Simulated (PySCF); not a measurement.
**State search for HBr**

Unrestricted PBE0; H def2-TZVPP, Br def2-TZVPP; no relativity (PySCF 2.14). Outer shells of the fragments: H 1s1; Br 3d10 4s2 4p5.

Followed along the bond (rough minima from three points):

| 2Ms+1 | unpaired | ⟨S²⟩ at the start | R at minimum (Å) | Te (eV) |
| --- | --- | --- | --- | --- |
| 1 | none | 0.00 | 1.42 | 0.00 |
| 3 | σ ↑, π ↑ | 2.00 | none in the scan | ≤ 5.50 |

Solutions found at the starting distance of 1.435 Å, counted from the lowest of them; the search is not exhaustive and high or unbound solutions are not listed, so other states can lie among these:

```tsv
2Ms+1	unpaired	term	E (eV)	⟨S²⟩	⟨Lz²⟩	μ (D)
1	none	¹Σ⁺	0.00	0.00	0.00	-0.94
3	σ ↑, π ↑	³Π	6.18	2.00	1.01	1.12
3	σ ↑↑	³Σ⁺	8.75	2.00	0.00	0.36
```

A term symbol is given only where ⟨S²⟩ and ⟨Lz²⟩ are close to those of a pure state; real π, δ and φ orbitals otherwise mix terms. A positive dipole means H(−)Br(+).

The measured ground state is X ¹Σ+ (Huber and Herzberg, Constants of Diatomic Molecules (1979)).

Counting both spins, an empty level lies below a filled one in some of these solutions, because spin and occupation are held.
